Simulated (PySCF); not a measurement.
Which determinant of CdIn⁺ lies lowest?

Unrestricted PBE0; PySCF, scalar-relativistic core potentials, basis sets Cd def2-SVP with ECP28, In def2-SVP with ECP28. Outer shells of the fragments: Cd 4d10 5s2; In+ 4d10 5s2.

Followed along the bond (rough minima from three points):

```csv
2Ms+1,unpaired,⟨S²⟩ at the start,R at minimum (Å),Te (eV)
1,none,0.00,3.24,0.00
3,σ ↑↑,2.00,none in the scan,≤ 2.69
```

Solutions found at the starting distance of 2.890 Å, counted from the lowest of them; the search is not exhaustive and high or unbound solutions are not listed, so other states can lie among these:

| 2Ms+1 | unpaired | term | E (eV) | ⟨S²⟩ | ⟨Lz²⟩ | μ (D) |
| --- | --- | --- | --- | --- | --- | --- |
| 1 | none | ¹Σ⁺ | 0.00 | 0.00 | 0.00 | 1.37 |
| 3 | σ ↑↑ | ³Σ⁺ | 2.72 | 2.00 | 0.00 | 0.91 |
| 3 | σ ↑, π ↑ | ³Π | 2.78 | 2.01 | 1.00 | -1.28 |
| 1 | σ ↑, π ↓ | mixed | 3.03 | 1.01 | 1.00 | -1.62 |
| 3 | σ ↑↑↑, π ↓ | mixed | 8.96 | 3.00 | 1.00 | -0.13 |

A term symbol is given only where ⟨S²⟩ and ⟨Lz²⟩ are close to those of a pure state; real π, δ and φ orbitals otherwise mix terms. A positive dipole points towards In; it is taken about the centre of mass and depends on that origin.

Spin–orbit coupling is left out. Counting both spins, an empty level lies below a filled one in some of these solutions, because spin and occupation are held.
